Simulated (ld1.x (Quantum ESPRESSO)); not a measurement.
Which change was made? (Gd, RRKJ)

gadolinium, norm-conserving RRKJ (Kleinman–Bylander form), made with ld1.x (Quantum ESPRESSO) 7.5 (LDA (PZ), non-relativistic). Core [Kr] 4d10, reference 4f7 5s2 5p6 5d1 6s2 6p0. Waves: 5p (bound): rc 2.10 bohr; 5d (bound): rc 2.70 bohr; 4f (bound): rc 1.15 bohr; 5s (bound): rc 1.45 bohr. Local part: the s channel. Core correction: none. rho0 = 0.02.

Occupied shells without a wave of their own: 6s. They enter only through the test configuration that unscreens the potential.

Cutoffs, loose and tight: the cutoffs (Ry, on a coarse ladder) from which the occupation-weighted sum of valence levels, in a spherical-Bessel basis at the reference potential, stays within 10 and 1 mRy of its value at 400 Ry. They do not see the model core or the augmentation charge, which bear on the density cutoff. Test errors are all-electron minus pseudo excitation energies from the reference, over the configurations 4f7 5s2 5p6 5d1 6s1 6p0; 4f7 5s2 5p6 5d1 6s0 6p0; 4f7 5s2 5p6 5d0 6s0 6p0; 4f7 5s2 5p5 5d1 6s2 6p0; 4f7 5s2 5p6 5d1.5 6s1.5 6p0; 4f6 5s2 5p6 5d2 6s2 6p0; 4f7 5s2 5p6 5d1 6s0 6p2 (two spin-polarised tests are not counted in the largest error); variants that change the core or the reference have their own tests.

The base gives: outcome: generated; cutoff, loose: 230 Ry; cutoff, tight: 300 Ry; bound ghosts: p; largest test error (meV): -258.

On the changes marked as counting shells twice: ld1.x takes every shell without a wave as core, so the model core holds the marked electrons as well and exchange and correlation see them twice. This cancels in the reference configuration, but the file is broken for other ones, and its errors say nothing about a proper core correction.

Task: After one change the result is: outcome: generated; cutoff, loose: 230 Ry; cutoff, tight: 300 Ry; bound ghosts: p; largest test error (meV): -1156. Which change was it?
A. scalar-relativistic
B. core correction a·sin(br)/r model core inside 0.44 bohr (6s counted twice)
C. wave 5d (bound): rc 2.70 bohr becomes 5d (bound): rc 3.14 bohr

Result: B. The others give: scalar-relativistic → outcome: generated; cutoff, loose: 200 Ry; cutoff, tight: 300 Ry; bound ghosts: none; largest test error (meV): -310 | wave 5d (bound): rc 2.70 bohr becomes 5d (bound): rc 3.14 bohr → outcome: generated; cutoff, loose: 230 Ry; cutoff, tight: 300 Ry; bound ghosts: p; largest test error (meV): -331.
